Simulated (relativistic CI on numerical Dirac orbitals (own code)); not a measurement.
## Electric-dipole transitions in Ge VI

Method of calculation: Dirac-Coulomb-Breit CI, KLI orbitals optimised for each configuration, QED by a radiative potential, valence Slater integrals scaled by 0.85, P86 correlation energy added to each configuration (own radial code, finite nucleus).

CI space (outside the closed core [Ne]): 3s²3p⁶3d⁹, 3s²3p⁶3d⁸4s, 3s²3p⁶3d⁸4p, 3s²3p⁵3d¹⁰, 3s²3p⁶3d⁸4d, 3s²3p⁶3d⁸5s, 3s²3p⁶3d⁸5p, 3s²3p⁶3d⁸4f, 3s²3p⁶3d⁷4s², 3s²3p⁶3d⁸5d, 3s3p⁶3d¹⁰, 3s²3p⁶3d⁸6s, 3s²3p⁶3d⁸6p, 3s²3p⁶3d⁸5f, 3s²3p⁶3d⁸5g, 3s²3p⁶3d⁷4s4p, 3s²3p⁶3d⁸6d, 3s²3p⁶3d⁷4p², 3s²3p⁶3d⁷4s4d, 3s²3p⁶3d⁷4p4d. Levels of other configurations are missing.

```tsv
λ vac (nm)	Lower	Upper	A (s⁻¹)	E lower (cm⁻¹)	E upper (cm⁻¹)
14.115	3s²3p⁶3d⁹ ²D3/2 [2]	3s²3p⁶3d⁸4f ²F°5/2 [261]	4.59e+10	4479	712965
64.357	3s²3p⁶3d⁸4p ⁴D°7/2 [19]	3s²3p⁶3d⁸4d ⁴D5/2 [65]	8.57e+09	405851	561235
64.627	3s²3p⁶3d⁸4p ⁴D°7/2 [19]	3s²3p⁶3d⁸4d ⁴D7/2 [64]	5.50e+09	405851	560586
64.646	3s²3p⁶3d⁸4p ⁴G°9/2 [20]	3s²3p⁶3d⁸4d ⁴G9/2 [69]	4.41e+09	409338	564026
65.075	3s²3p⁶3d⁸4p ⁴G°9/2 [20]	3s²3p⁶3d⁸4d ⁴H11/2 [67]	8.37e+09	409338	563006
65.202	3s²3p⁶3d⁸4p ⁴G°7/2 [23]	3s²3p⁶3d⁸4d ⁴F9/2 [74]	4.35e+09	412063	565434
65.245	3s²3p⁶3d⁸4p ²H°9/2 [50]	3s²3p⁶3d⁸4d ²I11/2 [117]	9.78e+09	442623	595892
66.030	3s²3p⁶3d⁸4p ⁴F°5/2 [30]	3s²3p⁶3d⁸4d ⁴G7/2 [84]	5.63e+09	417953	569399
66.166	3s²3p⁶3d⁸4p ⁴D°7/2 [49]	3s²3p⁶3d⁸4d ⁴F9/2 [109]	7.03e+09	442108	593242
66.207	3s²3p⁶3d⁸4p ²F°7/2 [41]	3s²3p⁶3d⁸4d ²G9/2 [98]	8.41e+09	436045	587086
66.283	3s²3p⁶3d⁸4p ⁴G°11/2 [22]	3s²3p⁶3d⁸4d ⁴H13/2 [66]	9.79e+09	411666	562535
66.334	3s²3p⁶3d⁸4p ⁴F°7/2 [28]	3s²3p⁶3d⁸4d ⁴H9/2 [76]	6.14e+09	416526	567279
66.610	3s²3p⁶3d⁸4p ²H°11/2 [53]	3s²3p⁶3d⁸4d ²I13/2 [118]	9.69e+09	446234	596361
66.618	3s²3p⁶3d⁸4p ²G°9/2 [29]	3s²3p⁶3d⁸4d ⁴H11/2 [77]	9.54e+09	417235	567345
66.801	3s²3p⁶3d⁸4p ²G°7/2 [34]	3s²3p⁶3d⁸4d ²H9/2 [89]	9.08e+09	421006	570705
67.022	3s²3p⁶3d⁸4p ⁴F°9/2 [27]	3s²3p⁶3d⁸4d ⁴G11/2 [70]	7.00e+09	414925	564130
67.177	3s²3p⁶3d⁸4p ²F°7/2 [33]	3s²3p⁶3d⁸4d ²G9/2 [83]	5.77e+09	420126	568987
83.180	3s²3p⁶3d⁸4d ²I11/2 [117]	3s²3p⁶3d⁸4f ²K°13/2 [269]	8.09e+09	595892	716113
83.522	3s²3p⁶3d⁸4d ²I13/2 [118]	3s²3p⁶3d⁸4f ²K°15/2 [268]	8.12e+09	596361	716089
83.952	3s²3p⁶3d⁸4d ⁴H13/2 [66]	3s²3p⁶3d⁸4f ⁴I°15/2 [174]	8.04e+09	562535	681651
84.108	3s²3p⁶3d⁸4d ⁴H11/2 [67]	3s²3p⁶3d⁸4f ²I°13/2 [175]	6.54e+09	563006	681901
84.270	3s²3p⁶3d⁸4d ⁴H9/2 [76]	3s²3p⁶3d⁸4f ⁴I°11/2 [197]	6.35e+09	567279	685945
84.396	3s²3p⁶3d⁸4d ⁴H11/2 [77]	3s²3p⁶3d⁸4f ⁴I°13/2 [195]	7.73e+09	567345	685834
84.621	3s²3p⁶3d⁸4d ⁴F9/2 [109]	3s²3p⁶3d⁸4f ⁴G°11/2 [251]	7.79e+09	593242	711417
84.636	3s²3p⁶3d⁸4d ²G9/2 [98]	3s²3p⁶3d⁸4f ²H°11/2 [234]	7.84e+09	587086	705239
84.704	3s²3p⁶3d⁸4d ⁴G11/2 [70]	3s²3p⁶3d⁸4f ⁴H°13/2 [178]	5.85e+09	564130	682188
84.945	3s²3p⁶3d⁸4d ²H9/2 [89]	3s²3p⁶3d⁸4f ²I°11/2 [215]	7.10e+09	570705	688428
85.152	3s²3p⁶3d⁸4d ²G9/2 [83]	3s²3p⁶3d⁸4f ⁴H°11/2 [203]	5.49e+09	568987	686423
88.112	3s²3p⁶3d⁸4s ²G9/2 [16]	3s²3p⁶3d⁸4p ²G°9/2 [61]	2.38e+09	342463	455955
88.600	3s²3p⁶3d⁸4s ²G7/2 [17]	3s²3p⁶3d⁸4p ²G°7/2 [60]	2.58e+09	342511	455378
90.890	3s²3p⁶3d⁸4s ⁴F9/2 [3]	3s²3p⁶3d⁸4p ⁴F°9/2 [27]	1.52e+09	304902	414925
91.605	3s²3p⁶3d⁸4s ⁴F7/2 [4]	3s²3p⁶3d⁸4p ⁴F°7/2 [28]	1.26e+09	307361	416526
92.968	3s²3p⁶3d⁸4s ⁴F7/2 [4]	3s²3p⁶3d⁸4p ⁴F°9/2 [27]	7.11e+08	307361	414925
93.665	3s²3p⁶3d⁸4s ⁴F9/2 [3]	3s²3p⁶3d⁸4p ⁴G°11/2 [22]	2.33e+09	304902	411666
95.509	3s²3p⁶3d⁸4s ⁴F7/2 [4]	3s²3p⁶3d⁸4p ⁴G°7/2 [23]	9.71e+08	307361	412063
95.753	3s²3p⁶3d⁸4s ⁴F9/2 [3]	3s²3p⁶3d⁸4p ⁴G°9/2 [20]	8.19e+08	304902	409338
96.366	3s²3p⁶3d⁸4s ²G9/2 [16]	3s²3p⁶3d⁸4p ²H°11/2 [53]	2.17e+09	342463	446234
96.421	3s²3p⁶3d⁸4s ²F7/2 [7]	3s²3p⁶3d⁸4p ²G°9/2 [29]	1.70e+09	313524	417235
96.975	3s²3p⁶3d⁸4s ⁴F5/2 [5]	3s²3p⁶3d⁸4p ⁴D°3/2 [24]	1.83e+09	309768	412888
97.441	3s²3p⁶3d⁸4s ⁴F3/2 [6]	3s²3p⁶3d⁸4p ⁴G°5/2 [25]	1.20e+09	311305	413931
97.559	3s²3p⁶3d⁸4s ⁴F7/2 [4]	3s²3p⁶3d⁸4p ⁴D°5/2 [21]	1.81e+09	307361	409863
97.757	3s²3p⁶3d⁸4s ⁴F5/2 [5]	3s²3p⁶3d⁸4p ⁴G°7/2 [23]	9.93e+08	309768	412063
98.061	3s²3p⁶3d⁸4s ⁴F7/2 [4]	3s²3p⁶3d⁸4p ⁴G°9/2 [20]	9.96e+08	307361	409338
99.060	3s²3p⁶3d⁸4s ⁴F9/2 [3]	3s²3p⁶3d⁸4p ⁴D°7/2 [19]	1.87e+09	304902	405851
99.888	3s²3p⁶3d⁸4s ²G7/2 [17]	3s²3p⁶3d⁸4p ²H°9/2 [50]	1.77e+09	342511	442623
```

Terms are leading LS components. Brackets give the number of a level in order of energy, since labels repeat. The list gives strong lines, with weight on those to low levels, without lines whose two gauges differ by over a factor of 2.5, among the lowest 400 of 2401 levels, so that lines to higher ones, which can be the strongest, are missing. Levels whose partners in the same complex of configurations lie outside the list can be far off, and so can their lines. Rates are taken at the computed energies, electric ones in the length gauge.

At this charge configurations can still be misplaced by up to about 7 % of their energy. 40 of the 48 excited levels that our extract of the measured tables holds in this range could be paired (the sources list more); they are missed by 698 cm⁻¹ on average and 2025 at most, and levels without a partner can miss by more.

LS names give the leading component of a level, which can be under half, so a name can repeat, a term be missing and a line seem to break the LS rules.
